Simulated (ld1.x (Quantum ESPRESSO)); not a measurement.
tellurium: one change to a TM potential, before and after

| Item | Value |
| --- | --- |
| Element | Te (Z = 52) |
| Generator | ld1.x (Quantum ESPRESSO) 7.5 |
| Type | norm-conserving Troullier–Martins (Kleinman–Bylander form) |
| Functional | PBEsol |
| Relativity | scalar-relativistic |
| Frozen core | [Kr] 4d10 |
| Valence charge | 6 |
| Reference configuration | 5s2 5p3 (charge +1) |
| Partial waves | 5s (bound): rc 1.55 bohr; 5p (bound): rc 1.80 bohr; 5d channel at 0.2 Ry: rc 1.45 bohr |
| Local potential | the d channel |
| Core correction | Bessel-smoothed model core inside 0.70 bohr |

Change: wave 5p (bound): rc 1.80 bohr becomes 5p (bound): rc 1.40 bohr.

Cutoffs: the cutoffs (Ry, on a coarse ladder) from which the occupation-weighted sum of valence levels, in a spherical-Bessel basis at the reference potential, stays within 10 and 1 mRy of its value at 400 Ry; they do not see the model core or the augmentation charge, which bear on the density cutoff. Errors are all-electron minus pseudo energies relative to the spin-unpolarised reference configuration.

Task: Predict the effect on cutoff, ghosts and configuration errors.

Result: The potential gets harder (50 Ry and 90 Ry → 140 Ry and 180 Ry); both files keep a bound ghost (p, s); of the 7 tests that both files solve, the error grows in 6 and shrinks in 1 by more than 15 % and 0.3 meV (median size 11.6 → 14.9 meV). A smaller radius makes the pseudo-wave follow the all-electron one further in, where it bends more sharply, so more plane waves are needed.

| quantity | base | changed |
| --- | --- | --- |
| cutoff, loose | 50 Ry | 140 Ry |
| cutoff, tight | 90 Ry | 180 Ry |
| loose cutoff by channel (10 mRy a level) | s 30 Ry, p 12 Ry | s 30 Ry, p 120 Ry |
| bound ghosts | s, p | s, p |
| error for 5s2 5p4, meV [ΔE -9.75 eV] | +1.6 | +0.4 |
| error for 5s2 5p2, meV [ΔE 17.97 eV] | -11 | -15 |
| error for 5s2 5p1, meV [ΔE 44.92 eV] | -58 | -89 |
| error for 5s1 5p4, meV [ΔE 9.87 eV] | -12 | -14 |
| error for 5s1 5p5, meV [ΔE -0.47 eV] | -5.0 | -12 |
| error for 5s0 5p6, meV [ΔE 9.01 eV] | -33 | -52 |
| error for 5s2 5p0, meV [ΔE 81.45 eV] | -199 | -319 |

 A true bound ghost makes a file unfit for plane-wave use even where its test errors are small: the radial tests pick states by their node count and pass the ghost by.
